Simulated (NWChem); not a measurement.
System: GeH$_{3}$TeF; SMILES F[Te][GeH3]

```xyz
6

Te    -0.1642     0.8690    -0.4694
F      1.3892     1.2612     0.6545
Ge     0.0920    -1.6555    -0.0957
H     -0.0425    -1.9700     1.4011
H     -1.0530    -2.3029    -0.8957
H      1.4567    -2.1188    -0.6250
```
Atoms are numbered in this order, from 1.

Level: PBE0/def2-SVP with def2 effective core potentials on Te (NWChem), optimised geometry, unscaled harmonic frequencies. def2 effective core potentials on Te; no spin-orbit coupling.

Q: List the harmonic frequencies with IR intensities, and the thermochemistry.

A: 
| frequency (cm⁻¹) | IR intensity (km/mol) |
|---|---|
| 97 | 0.2 |
| 104 | 3.6 |
| 234 | 1.8 |
| 487 | 11.7 |
| 507 | 3.9 |
| 609 | 50.0 |
| 793 | 261.2 |
| 861 | 38.3 |
| 880 | 41.3 |
| 2155 | 68.8 |
| 2175 | 78.0 |
| 2176 | 85.0 |

```json
{
  "zero_point_energy": "15.8 kcal/mol",
  "thermal correction to the enthalpy at 298.15 K (with zero-point energy)": "19.9 kcal/mol",
  "heat capacity Cv": "16.9 cal/(mol K)",
  "entropy at 298.15 K and 1 atm (symmetry number 1)": "80.7 cal/(mol K)"
}
```

Rigid rotor and harmonic oscillator; modes under 100 cm⁻¹ make the entropy uncertain.
